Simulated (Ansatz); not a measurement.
Input for Ansatz (a program for electronic structure): R-BHLYP/def2-TZVPP on Si2H6 (SMILES [SiH3][SiH3]).

Ansatz 0.2 input:
```yaml
crystal:
  periodic: [false, false, false]
  atoms:
    - {symbol: Si, position_ang: [-1.16612182, 0.11851798, -0.01749918]}
    - {symbol: Si, position_ang: [1.16612182, -0.11851798, 0.01749918]}
    - {symbol: H, position_ang: [-1.76299064, -0.81182876, -1.00642136]}
    - {symbol: H, position_ang: [-1.53667526, 1.50594678, -0.38830062]}
    - {symbol: H, position_ang: [-1.73390787, -0.18252150, 1.31919717]}
    - {symbol: H, position_ang: [1.53667526, -1.50594678, 0.38830062]}
    - {symbol: H, position_ang: [1.76299064, 0.81182876, 1.00642136]}
    - {symbol: H, position_ang: [1.73390787, 0.18252150, -1.31919717]}
basis:
  gaussian:
    orbitals: def2-TZVPP
hamiltonian:
  xc: {name: BHLYP}
scf: {lower_state_search: off}
```

Output:

```
WARN ansatz: RAYON_NUM_THREADS=4 ignored (pool sized by the plan → 4); use --threads N
Functional definition: BHLYP
these checks for a lower state are left out or cut short: stability, starts, cluster_reference, orbital_swaps, neighbouring_geometries, increment
integrals: 0.07 GiB planned
974 factors; their error is unknown
mean field: 0.66 GiB planned
mean field evaluation 1: about -15852.6627 eV, gradient 9.1e0 eV
mean field evaluation 2: about -15852.9726 eV, gradient 3.0e0 eV
mean field evaluation 4: about -15852.9964 eV, gradient 1.7e-1 eV
mean field evaluation 8: about -15853.0911 eV, gradient 2.7e-2 eV
mean field -15853.09109795 eV, -582.5903522385 hartree, gradient 3.7e-6 eV, S^2 0.000000; 0 other end points of the search recorded, 0 dependent functions left out
reference -15853.09127951 eV, -582.5903589108 hartree; 17, 17 occupied and 151, 151 virtual orbitals, 974 factors
Total energy: -15853.09127951 eV, -582.5903589108 hartree
Checks for a lower state left out: stability, starts, cluster_reference, orbital_swaps, neighbouring_geometries, increment
```

The run converged.

Cost: roughly 1.4 core-seconds.
